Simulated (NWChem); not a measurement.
Molecule: CH5ClFNSi; SMILES CN[Si@H](F)Cl

```xyz
10

C     -0.5549     2.5960     0.0369
N     -0.6250     1.1873    -0.3485
Si     0.3127    -0.0528     0.3362
F      1.8021    -0.1970    -0.2669
Cl    -0.6252    -1.8508    -0.0661
H     -0.0918     2.6782     1.0257
H      0.0394     3.1986    -0.6630
H     -1.5586     3.0315     0.1067
H     -1.1132     1.0135    -1.2191
H      0.4596     0.1672     1.7858
```
Atoms are numbered in this order, from 1.

Results from NWChem. Medium grid unless said otherwise, to which SCAN and Minnesota functionals are sensitive. Structure relaxed at the B3LYP/6-31G* (spherical d) level.

Q: Order these by “orbital gap (eV)”, lowest first: B3LYP/def2-SVP; M06-2X/def2-SVP; LDA (Slater exchange, VWN5)/def2-SVP; Hartree-Fock/def2-SVP.

A: LDA (Slater exchange, VWN5)/def2-SVP (6.06), B3LYP/def2-SVP (8.03), M06-2X/def2-SVP (10.77), Hartree-Fock/def2-SVP (15.40)
